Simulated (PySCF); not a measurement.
**Electron correlation in Cd (cadmium, neutral)**

[Kr] 4d9 5s2 6s1, high-spin 3D determinant (an excited configuration). All numbers are calculated (PySCF 2.14, scalar relativity through the core potential, in aug-cc-pVDZ-PP with ECP28MDF (5s5p4d2f, 54 functions)). Frozen: 4s2 4p6; 12 electrons correlated.

MP2 pair energies summed by pair of shells (mhartree):

| pair | energy | share (%) |
| --- | --- | --- |
| 4d-4d | -226.48 | 69.5 |
| 4d-5s | -70.30 | 21.6 |
| 5s-5s | -21.89 | 6.7 |
| 5s-6s | -4.76 | 1.5 |
| 4d-6s | -2.48 | 0.8 |

Total MP2 correlation energy: -325.91 mhartree.

Same-spin part -116.18 and opposite-spin part -209.73 mhartree; SCS-MP2 scales them by 1/3 and 6/5 to -290.40 mhartree.
